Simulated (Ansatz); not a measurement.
CaF₂, charge +1, quartet, geometry from GFN2-xTB of the parent state (such geometries of metal compounds can be far from the true shape) (a state made from the parent by changing its charge; the spin is typed, not shown lowest); BLYP/pcseg-1 (Ansatz, an electronic-structure program).

The Ansatz input:
Ansatz 0.2 input:
```yaml
crystal:
  periodic: [false, false, false]
  atoms:
    - {symbol: Ca, position_ang: [0.48463727, -0.07969732, -0.18176975]}
    - {symbol: F, position_ang: [-0.72534756, 1.23563849, -0.79918929]}
    - {symbol: F, position_ang: [-0.35162414, -1.05853334, 1.20312207]}
basis:
  gaussian:
    orbitals: pcseg-1.json
hamiltonian:
  xc: blyp
total_charge: 1
magnetization: {spin_polarized: true, initial_magnetization: 3}
```
The basis file holds pcseg-1 in the JSON format of the Basis Set Exchange.

The log (banner, timings and long lists left out):

```
Functional definition: BLYP
605 factors; their error is unknown
mean field evaluation 1: about -23845.9734 eV, gradient 4.3e1 eV
mean field evaluation 2: about -23837.2844 eV, gradient 7.0e1 eV
mean field evaluation 4: about -23842.0323 eV, gradient 4.3e1 eV
mean field evaluation 8: about -23852.4287 eV, gradient 5.5e0 eV
mean field evaluation 16: about -23852.7267 eV, gradient 6.2e-2 eV
mean field evaluation 32: about -23852.7577 eV, gradient 3.8e-4 eV
mean field evaluation 64: about -23852.4539 eV, gradient 4.6e0 eV
mean field evaluation 96: about -23852.7047 eV, gradient 7.4e-5 eV
mean field evaluation 128: about -23852.7352 eV, gradient 1.4e0 eV
mean field evaluation 160: about -23852.7566 eV, gradient 2.0e-2 eV
mean field evaluation 192: about -23852.5804 eV, gradient 3.2e-1 eV
mean field evaluation 224: about -23852.7416 eV, gradient 3.0e-1 eV
mean field evaluation 256: about -23852.7327 eV, gradient 5.3e-1 eV
mean field evaluation 288: about -23839.2141 eV, gradient 4.5e1 eV
mean field evaluation 320: about -23848.3505 eV, gradient 1.7e1 eV
mean field evaluation 352: about -23852.5208 eV, gradient 5.1e0 eV
mean field -23852.75766279 eV, -876.5726761278 hartree, gradient 7.5e-6 eV, S^2 3.752544; 23 other end points of the search recorded, 0 dependent functions left out
reference -23852.75798780 eV, -876.5726880716 hartree; 20, 17 occupied and 32, 35 virtual orbitals, 605 factors
Total energy: -23852.75798780 eV, -876.5726880716 hartree
```
